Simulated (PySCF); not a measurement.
# One molecule, a ladder of functionals, a line

Molecule: SMILES [SiH3][GeH2][CH]1CC1, C3H10GeSi.

Structure with atom numbers: `[SiH3:1][GeH2:2][CH:3]1[CH2:4][CH2:5]1`. Hydrogens are named by the atom that carries them. Ha(C4), Ha(C5) are cis to Ge2 on the ring; Hb(C4), Hb(C5) are trans to Ge2 on the ring.

GIAO shieldings (ppm, equivalent atoms averaged) in PySCF 2.14.0 with density-fitted response routines on the PBE0-D3(BJ)/def2-SVP geometry, basis pcSseg-1, gas phase, non-relativistic:

```tsv
functional	exact exchange (%)	σ(Si1)	σ(Ge2)	σ(C4/C5)	σ(C3)
BLYP	0	429.1	1435.9	168.8	176.0
BP86	0	439.4	1458.4	173.0	180.7
PBE	0	442.9	1464.7	173.4	181.3
B3LYP	20	440.5	1485.3	173.8	182.8
mPW1PW91	25	452.1	1517.0	178.1	188.1
BHandHLYP	50	457.0	1555.7	180.3	191.7
HF	100	485.8	1665.0	189.9	204.9
```

(1) Fit each shielding as a line in the percentage of exact exchange.

(2) What does the line predict for PBE0 (25 %), and what does the run give?

Answers

(1) σ(Si1) = 436.2 + 0.48 x (rms 4.8 ppm); σ(Ge2) = 1452.7 + 2.12 x (rms 9.9 ppm); σ(C4/C5) = 171.7 + 0.18 x (rms 1.6 ppm); σ(C3) = 179.4 + 0.26 x (rms 1.9 ppm). The functionals also differ in their semilocal parts, which the line can't hold; Hartree–Fock has no correlation at all.

(2) σ(Si1): 448.2 predicted, 455.8 computed; σ(Ge2): 1505.7 predicted, 1524.1 computed; σ(C4/C5): 176.2 predicted, 179.0 computed; σ(C3): 185.9 predicted, 189.1 computed ppm.
